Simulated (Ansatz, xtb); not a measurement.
C2H8Si2: which of two isomers lies lower

Structure a is `[SiH3]/C=C/[SiH3]`, a singlet and structure b is `C=C([SiH3])[SiH3]`, a singlet. Both are isolated molecules in the gas phase, relaxed with B3LYP/def2-SVP.

Quicker runs give these differences E(b) − E(a): GFN2-xTB +0.97 kcal/mol; HF/STO-3G +1.59 kcal/mol (at GFN2-xTB geometries); r2SCAN-D4/def2-SVP −1.04 kcal/mol (at GFN2-xTB geometries).

Q: Estimate E(b) − E(a) at the level CCSD(T)/def2-SVP + ΔMP2/def2-TZVPP.

A: Calculated at CCSD(T)/def2-SVP + ΔMP2/def2-TZVPP: E(b) − E(a) = −1.41 kcal/mol, so structure b lies lower.

The same difference at several levels:

```tsv
level	geometry	E(b) − E(a) (kcal/mol)	departure from the last row (kcal/mol)	job, with rough time for the two
GFN2-xTB	GFN2-xTB	+0.97	+2.39	optimisation, 0.21 s
HF/STO-3G	GFN2-xTB	+1.59	+3.00	single point, 0.76 s
r2SCAN-D4/def2-SVP	GFN2-xTB	−1.04	+0.37	single point, 5 s
B3LYP/def2-SVP	B3LYP/def2-SVP	−0.08	+1.33	optimisation, 51 s
HF/def2-SVP	B3LYP/def2-SVP	−0.64	+0.77	part of the CCSD(T) run
MP2/def2-SVP	B3LYP/def2-SVP	−1.62	−0.21	part of the CCSD(T) run
CCSD(T)/def2-SVP	B3LYP/def2-SVP	−1.35	+0.06	single point
CCSD(T)/def2-SVP + ΔMP2/def2-TZVPP	B3LYP/def2-SVP	−1.41		single point, 44 s
```

As drawn, both hold the same kinds of bond in the same numbers.

GFN2-xTB, HF/STO-3G put the two in the other order. B3LYP/def2-SVP finds them nearly level. The largest departure from CCSD(T)/def2-SVP + ΔMP2/def2-TZVPP is that of HF/STO-3G, 3.00 kcal/mol. The last row adds to CCSD(T) the change of the MP2 difference between the two basis sets, here −0.06 kcal/mol.

With harmonic frequencies from B3LYP/def2-SVP (ideal gas, rigid rotor, one conformer each, 298.15 K, 1 atm): on the last row, ΔE + ΔZPE = −1.24, ΔH = −1.31, ΔG = −1.22 kcal/mol.

The correlated steps freeze 12 core orbitals. Codes used: Ansatz 0.2.0, xtb 6.7.1; the last row on 2 threads of Intel(R) Xeon(R) Processor @ 2.50GHz (Skylake/Cascade Lake) on a shared host.
